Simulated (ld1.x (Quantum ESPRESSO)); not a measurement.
## carbon (C): excitation energies, all-electron against TM

ld1.x (Quantum ESPRESSO) 7.5 input, shortened:

```
&input
   title='C', zed=6., rel=0, dft='PBE', iswitch=3,
   config='[He] 2s2 2p2'
 /
 &inputp
   pseudotype=2, tm=.true., lloc=-2, rcloc=2.65,
   nlcc=.false.
 /
2
2S  1  0   2.00   0.00  0.75  0.75  0.0
2P  2  1   2.00   0.00  2.80  2.80  0.0
 &test
   configts(1)='2s2 2p2'
 /
```

Energies are relative to the spin-unpolarised reference configuration 2s2 2p2; without spin polarisation the order of configurations can differ from experiment.

```csv
valence configuration,charge,ΔE all-electron (eV),error AE − PS (meV)
2s2 2p1,+1,10.865,+92
2s2 2p0,+2,35.025,+895
2s1 2p0,+3,83.198,+1734
2s2 2p1.5,+0.5,3.965,+12
2s1 2p3,0,8.463,-13
```

Task: What are ΔE and the potential's error for 2s0 2p4?

Result: ΔE = 16.945 eV all-electron; the error (AE − PS) is -16 meV.

Task: What are ΔE and the potential's error for 2s2 2p2.3?

Result: ΔE = -1.159 eV all-electron; the error (AE − PS) is +0.3 meV.

Levels in the configuration 2s2 2p1:

```csv
level,all-electron (eV),pseudo (eV)
2s,-25.745,-25.680
2p,-17.008,-16.719
```
